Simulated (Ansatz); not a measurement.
Abridged output of a molecular run in Ansatz:

```
Functional definition: HF
  name "HF"
  cite "Fock, Z. Phys. 61, 126 (1930) doi:10.1007/BF01340294"
  parent pbe
  exchange = exact_x
  correlation = 0
1094 factors; integrals over basis functions are off by at most 8.7e-4 eV
mean field evaluation 1: about -95044.6704 eV, gradient 2.7e1 eV
mean field evaluation 2: about -95044.7056 eV, gradient 2.7e1 eV
mean field evaluation 4: about -95046.8042 eV, gradient 2.9e0 eV
mean field evaluation 8: about -95046.8301 eV, gradient 8.7e-5 eV
mean field -95046.83009193 eV, -3492.9065808231 hartree, gradient 7.2e-6 eV, S^2 0.000000; 0 other end points of the search recorded, 0 dependent functions left out
25 core orbitals not correlated: weight in the atoms' cores, before any rotation towards them, 1.000 or more for the frozen orbitals, at most 0.000 for the correlated occupied ones
reference -95046.83009193 eV, -3492.9065808231 hartree; 21, 21 occupied and 69, 69 virtual orbitals, 1094 factors
second order -20.71737727 eV of doubles, -0.00000000 eV of singles
cycle   1  -21.33593019 eV  change   -6.2e-1 eV  update   9.0e-2
cycle   2  -21.81421426 eV  change   -4.8e-1 eV  update   2.4e-2
cycle   3  -21.87759206 eV  change   -6.3e-2 eV  update   1.0e-2
cycle   4  -21.87475070 eV  change    2.8e-3 eV  update   1.9e-3
cycle   5  -21.87485095 eV  change   -1.0e-4 eV  update   5.5e-4
cycle   6  -21.87455060 eV  change    3.0e-4 eV  update   1.4e-4
cycle   7  -21.87455524 eV  change   -4.6e-6 eV  update   4.3e-5
perturbative correction -0.55813021 eV, -0.0205109069 hartree
Total energy: -95069.26277738 eV, -3493.7309668081 hartree
```

Its atoms:

Z-matrix (Å, degrees):
```
C
Ge 1 1.926
H 1 1.090 2 109.0
H 1 1.090 2 109.0 3 -120.0
H 1 1.090 2 108.9 3 120.0
Cl 2 2.135 1 111.4 3 59.8
Cl 2 2.135 1 111.3 3 179.8
Cl 2 2.135 1 111.3 3 -60.2
```

(1) Which basis set was used?
A. def2-SVPD
B. def2-TZVPP
C. def2-SVP
D. def2-TZVPPD

(2) Write the keys of the input that set method, charge and spin (a neutral closed shell needs none for the last two).

Results:

(1) C. It gives 115 functions.

(2) 
```yaml
correlation: {method: ccsd_t}
```
